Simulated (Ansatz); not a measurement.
Species: CH3BO, net charge 0, singlet state. 
Coordinates optimised at B3LYP-D3(BJ)/def2-TZVP (Ansatz, an electronic-structure program):
SMILES: [BH3-]C#[O+]
```xyz
6

B      0.0006     0.0064    -1.3356
H      1.1674     0.0101    -1.6425
H     -0.5845     1.0172    -1.6384
H     -0.5808    -1.0035    -1.6481
C     -0.0001    -0.0009     0.1841
O     -0.0006    -0.0063     1.3128
```
Charge 0, spin multiplicity 1.

CCSD(T) with Ansatz in growing basis sets, 16 correlated electrons. Valence correlation only, unless marked. Open shells are spin-unrestricted. Spin-orbit coupling is left out. Non-relativistic. Costs are ratios of core time to the smallest set, on shared machines of one kind, and rough; they hold the program's checks for lower states.

| basis | functions | cost over smallest | E(corr) (Eh) | electronic atomisation energy (kcal/mol) |
|---|---|---|---|---|
| aug-cc-pVDZ | 96 | 1× | -0.4632 | 527.2 |
| aug-cc-pVTZ | 207 | 8× | ? | ? |

**Question.** What does the step to aug-cc-pVTZ buy, and how does its cost grow by formal scaling?

**Answer.** Formally CCSD grows as o²v⁴ and (T) as o³v⁴; with o = 8 and v going from 85 to 196 both grow 28-fold in the last step, while integrals and the mean field grow more slowly. That step adds 84.1 mEh of correlation energy and 25.9 kcal/mol to the atomisation energy. Row: E(corr) (Eh) -0.5472, electronic atomisation energy (kcal/mol) 553.2.
